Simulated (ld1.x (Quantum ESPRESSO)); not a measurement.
**What one change does to a pseudopotential (Pd, TM)**

Pd, norm-conserving Troullier–Martins (Kleinman–Bylander form), made with ld1.x (Quantum ESPRESSO) 7.5 (LDA (PZ), scalar-relativistic). Core [Kr], reference 4d7 5s0 5p0 (charge +3). Waves: 5p (bound, empty): rc 1.90 bohr; 4d (bound): rc 1.15 bohr; 5s (bound, empty): rc 2.25 bohr. Local part: the s channel. Core correction: a·sin(br)/r model core, default radius (core density twice the valence density).

Change: all radii but the core radius scaled by about 1.10 (s 2.48, p 2.10, d 1.26 bohr).

Cutoffs: the cutoffs (Ry, on a coarse ladder) from which the occupation-weighted sum of valence levels, in a spherical-Bessel basis at the reference potential, stays within 10 and 1 mRy of its value at 400 Ry; they do not see the model core or the augmentation charge, which bear on the density cutoff. Errors are all-electron minus pseudo energies relative to the spin-unpolarised reference configuration.

**Question.** What does the change do?

**Answer.** The potential gets softer (80 Ry and 100 Ry → 70 Ry and 90 Ry); the bound ghost in p disappears; the errors of the 9 common tests hardly move. A larger radius leaves more room for a smooth pseudo-wave, so fewer plane waves are needed.

| quantity | base | changed |
| --- | --- | --- |
| cutoff, loose | 80 Ry | 70 Ry |
| cutoff, tight | 100 Ry | 90 Ry |
| bound ghosts | p | none |
| error for 4d10 5s0 5p0, meV [ΔE -65.06 eV] | -1211 | -1203 |
| error for 4d9 5s0 5p0, meV [ΔE -55.68 eV] | -745 | -742 |
| error for 4d8 5s0 5p0, meV [ΔE -34.60 eV] | -233 | -233 |
| error for 4d8 5s1 5p0, meV [ΔE -51.27 eV] | -184 | -185 |
| error for 4d9 5s0 5p1, meV [ΔE -59.75 eV] | -666 | -637 |
| error for 4d6 5s0 5p0, meV [ΔE 49.55 eV] | -319 | -319 |
| error for 4d9 5s1 5p0, meV [ΔE -63.63 eV] | -601 | -597 |
| error for 4d7 5s0 5p0 (spin-polarised), meV [ΔE -1.56 eV] | +62 | +63 |
| error for 4d9 5s0 5p0 (spin-polarised), meV [ΔE -55.82 eV] | -741 | -737 |

 A true bound ghost makes a file unfit for plane-wave use even where its test errors are small: the radial tests pick states by their node count and pass the ghost by.
